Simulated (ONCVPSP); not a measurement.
**Transferability test, ONCV potential for Ce**

```json
{"Element": "Ce (Z = 58)", "Generator": "ONCVPSP 4.0.1", "Type": "optimised norm-conserving Vanderbilt (ONCV)", "Functional": "LDA (Perdew-Zunger)", "Relativity": "fully relativistic", "Frozen core": "[Kr]", "Valence charge": "22", "Reference configuration": "4d10 4f1 5s2 5p6 5d1 6s1.5 (charge +0.5)", "Partial waves": "5s+6s: rc 2.60 bohr, ncon 3, nbas 7, qcut 4.3 1/bohr, 2 projectors; 5p: rc 2.00 bohr, ncon 4, nbas 9, qcut 3.6 1/bohr, 3 projectors, debl 0.3 Ha; 4d+5d: rc 1.20 bohr, ncon 5, nbas 9, qcut 13.2 1/bohr, 2 projectors; 4f: rc 1.20 bohr, ncon 3, nbas 8, qcut 15.1 1/bohr, 2 projectors, debl 1.3 Ha", "Local potential": "polynomial inside 1.00 bohr (lpopt 1, dvloc0 -1 Ha)", "Core correction": "Teter function fitted to the true core (icmod 2), fcfact 0.4"}
```

Open shells are filled in proportion to 2j + 1.

In the p channel the program set the typed energies aside and used -0.929, 0.250, 0.550 Ha (j = l + 1/2; the other j can differ).

Energies are relative to the spin-unpolarised reference configuration 4d10 4f1 5s2 5p6 5d1 6s1.5; without spin polarisation the order of configurations can differ from experiment.

| valence configuration | charge | ΔE all-electron (eV) | error AE − PS (meV) |
| --- | --- | --- | --- |
| 4d10 4f1 5s2 5p6 5d1 6s2 | 0 | -2.526 | -0.1 |
| 4d10 4f1 5s2 5p6 5d1 6s1 | +1 | 3.744 | -0.1 |
| 4d10 4f1 5s2 5p6 5d1 6s0 | +2 | 15.089 | -2.0 |
| 4d10 4f1 5s2 5p5 5d1 6s2 | +1 | 25.540 | -6.5 |

Levels in the configuration 4d10 4f1 5s2 5p6 5d1 6s2:

```json
{"level": "4d j=5/2", "all-electron (eV)": "-108.946", "pseudo (eV)": "-108.928"}
{"level": "4d j=3/2", "all-electron (eV)": "-112.265", "pseudo (eV)": "-112.246"}
{"level": "4f j=7/2", "all-electron (eV)": "-5.461", "pseudo (eV)": "-5.451"}
{"level": "4f j=5/2", "all-electron (eV)": "-5.795", "pseudo (eV)": "-5.783"}
{"level": "5s j=1/2", "all-electron (eV)": "-40.671", "pseudo (eV)": "-40.665"}
{"level": "5p j=3/2", "all-electron (eV)": "-22.442", "pseudo (eV)": "-22.442"}
{"level": "5p j=1/2", "all-electron (eV)": "-25.242", "pseudo (eV)": "-25.241"}
{"level": "5d j=5/2", "all-electron (eV)": "-3.102", "pseudo (eV)": "-3.102"}
{"level": "5d j=3/2", "all-electron (eV)": "-3.305", "pseudo (eV)": "-3.304"}
{"level": "6s j=1/2", "all-electron (eV)": "-3.885", "pseudo (eV)": "-3.885"}
```

Note: ghosts flagged at negative energy: s at -116.6 eV; GHOST(+) flagged for p3/2 at 152.0 eV, p1/2 at 183.2 eV. A true bound ghost makes a file unfit for plane-wave use.
